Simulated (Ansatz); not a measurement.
A geometry relaxed with PBE-D3(BJ)/def2-TZVP (Ansatz, an electronic-structure program), charge 0, multiplicity 1:

```xyz
9

C      1.4915    -0.3411    -0.0199
N     -1.4461    -0.9358     0.0233
H     -2.4710    -0.8865     0.0373
N      0.4024     0.5270    -0.0070
C     -0.9663     0.2434     0.0129
H      2.4418     0.2487    -0.0353
H      0.6436     1.5143    -0.0135
O      1.4579    -1.5494    -0.0158
H     -1.5539     1.1795     0.0180
```

Write the SMILES of this molecule.

`[H]/N=C/NC=O`
